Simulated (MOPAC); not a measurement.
Input file for MOPAC: AM1 on CH3ISn (SMILES [CH3][Sn][I]), a point of a torsion scan.

```
AM1 1SCF PRECISE CHARGE=0 THREADS=1
CH3ISn

C     -0.75633429 1    -0.00875761 1     0.01250123 1
Sn     1.04154077 1     1.36459880 1    -0.06730299 1
I      2.65548784 1    -0.14490613 1     1.51042124 1
H     -0.91232014 1    -0.43214950 1     1.00693514 1
H     -1.68622232 1     0.48267456 1    -0.28200165 1
H     -0.61780024 1    -0.85446527 1    -0.66772965 1
```

The log:

```
*******************************************************************************
 **                                                                           **
 **                              MOPAC v23.2.5                                **
 **                                                                           **
 *******************************************************************************
 ** MOPAC's Digital Object Identifier: https://doi.org/10.5281/zenodo.6511958 **
 **                                                                           **
 ** Please cite the open-source release paper for use of this MOPAC version:  **
 ** J. E. Moussa and J. J. P. Stewart (2026)                                  **
 ** MOPAC: An open-source semiempirical molecular orbital program             **
 ** J. Open Source Softw., 11(119), 8025, https://doi.org/10.21105/joss.08025 **
 *******************************************************************************

                              AM1 CALCULATION RESULTS

 *******************************************************************************
 *  AM1        - The AM1 Hamiltonian to be used
 *
 *
 *
 *                 CHARGE ON SYSTEM = 0
 *
 *
 *
 *  PRECISE    - TIGHTER CRITERIA TO BE USED
 *  1SCF       - DO 1 SCF AND THEN STOP
 *  THREADS=1  - MULTI-THREADING NOT USED
 *  T=         - A TIME OF 172800.0 SECONDS REQUESTED
 *  DUMP=N     - RESTART FILE WRITTEN EVERY 7200.0 SECONDS REQUESTED
 *******************************************************************************
AM1 1SCF PRECISE CHARGE=0 THREADS=1
 CH3ISn

   ATOM   CHEMICAL          X               Y               Z
  NUMBER   SYMBOL      (ANGSTROMS)     (ANGSTROMS)     (ANGSTROMS)

     1       C         -0.75633429  *  -0.00875761  *   0.01250123  *
     2      Sn          1.04154077  *   1.36459880  *  -0.06730299  *
     3       I          2.65548784  *  -0.14490613  *   1.51042124  *
     4       H         -0.91232014  *  -0.43214950  *   1.00693514  *
     5       H         -1.68622232  *   0.48267456  *  -0.28200165  *
     6       H         -0.61780024  *  -0.85446527  *  -0.66772965  *



          CARTESIAN COORDINATES

    NO.       ATOM           X           Y           Z

     1         C         -0.7563     -0.0088      0.0125
     2        Sn          1.0415      1.3646     -0.0673
     3         I          2.6555     -0.1449      1.5104
     4         H         -0.9123     -0.4321      1.0069
     5         H         -1.6862      0.4827     -0.2820
     6         H         -0.6178     -0.8545     -0.6677

  H: (AM1): M.J.S. DEWAR ET AL, J. AM. CHEM. SOC. 107 3902-3909 (1985)
  C: (AM1): M.J.S. DEWAR ET AL, J. AM. CHEM. SOC. 107 3902-3909 (1985)
 Sn: (AM1): J. J. P. STEWART, J. MOL. MOD., 10, 155-164 (2004)
  I: (AM1): M.J.S. DEWAR AND E. G. ZOEBISCH, THEOCHEM, 180, 1 (1988).

           Empirical Formula: C H3 Sn I  =     6 atoms



      MOLECULAR POINT GROUP   :   C1


      RHF CALCULATION, NO. OF DOUBLY OCCUPIED LEVELS = 9


 -------------------------------------------------------------------------------
 AM1 1SCF PRECISE CHARGE=0 THREADS=1
 CH3ISn



     1SCF WAS SPECIFIED, SO BFGS WAS NOT USED
     SCF FIELD WAS ACHIEVED


                              AM1 CALCULATION
                                                       MOPAC v23.2.5 Linux




          FINAL HEAT OF FORMATION =         17.42948 KCAL/MOL =      72.92495 KJ/MOL


          COSMO AREA              =        133.36 SQUARE ANGSTROMS
          COSMO VOLUME            =        129.67 CUBIC ANGSTROMS

          IONIZATION POTENTIAL    =          8.531071 EV
          HOMO LUMO ENERGIES (EV) =         -8.531 -2.151
          NO. OF FILLED LEVELS    =          9
          MOLECULAR WEIGHT        =        260.6292         POINT GROUP:  C1

          MOLECULAR DIMENSIONS (Angstroms)

            Atom       Atom       Distance
            H     5    I     3     4.73889
           Sn     2    H     4     2.62429
           Sn     2    H     6     1.55321


          SCF CALCULATIONS        =          1





   ATOM   CHEMICAL          X               Y               Z
  NUMBER   SYMBOL      (ANGSTROMS)     (ANGSTROMS)     (ANGSTROMS)

     1       C         -0.75633429  *  -0.00875761  *   0.01250123  *
     2      Sn          1.04154077  *   1.36459880  *  -0.06730299  *
     3       I          2.65548784  *  -0.14490613  *   1.51042124  *
     4       H         -0.91232014  *  -0.43214950  *   1.00693514  *
     5       H         -1.68622232  *   0.48267456  *  -0.28200165  *
     6       H         -0.61780024  *  -0.85446527  *  -0.66772965  *

                             CARTESIAN COORDINATES

   1    C       -0.756334290    -0.008757610     0.012501230
   2   Sn        1.041540770     1.364598800    -0.067302990
   3    I        2.655487840    -0.144906130     1.510421240
   4    H       -0.912320140    -0.432149500     1.006935140
   5    H       -1.686222320     0.482674560    -0.282001650
   6    H       -0.617800240    -0.854465270    -0.667729650


           Empirical Formula: C H3 Sn I  =     6 atoms



      MOLECULAR POINT GROUP   :   C1


                  EIGENVALUES
 -29.33775 -27.89927 -15.35716 -13.21817 -13.18461 -10.47701  -9.72327  -9.68680
  -8.53107  -2.15051  -0.86942   0.99671   4.80420   4.90129   5.68923


              NET ATOMIC CHARGES AND DIPOLE CONTRIBUTIONS

  ATOM NO.   TYPE          CHARGE      No. of ELECS.   s-Pop       p-Pop
    1          C          -0.594093        4.5941     1.26895     3.32514
    2         Sn           0.641693        3.3583     1.94812     1.41019
    3          I          -0.285399        7.2854     1.97398     5.31142
    4          H           0.081277        0.9187     0.91872
    5          H           0.077273        0.9227     0.92273
    6          H           0.079249        0.9208     0.92075
 DIPOLE           X         Y         Z       TOTAL
 POINT-CHG.     0.511     4.115    -2.279     4.732
 HYBRID        -2.302    -2.159     0.321     3.172
 SUM           -1.791     1.955    -1.959     3.296


          ATOMIC ORBITAL ELECTRON POPULATIONS

     Atom    s        px        py        pz
    1  C   1.26895   1.17886   1.12186   1.02442
    2 Sn   1.94812   0.55265   0.53542   0.32211
    3  I   1.97398   1.76646   1.81176   1.73320
    4  H   0.91872
    5  H   0.92273
    6  H   0.92075

 **********************
 *                    *
 * JOB ENDED NORMALLY *
 *                    *
 **********************




 == MOPAC DONE ==
```

The run finished.

Cost: around 0.020 core-seconds (rough).
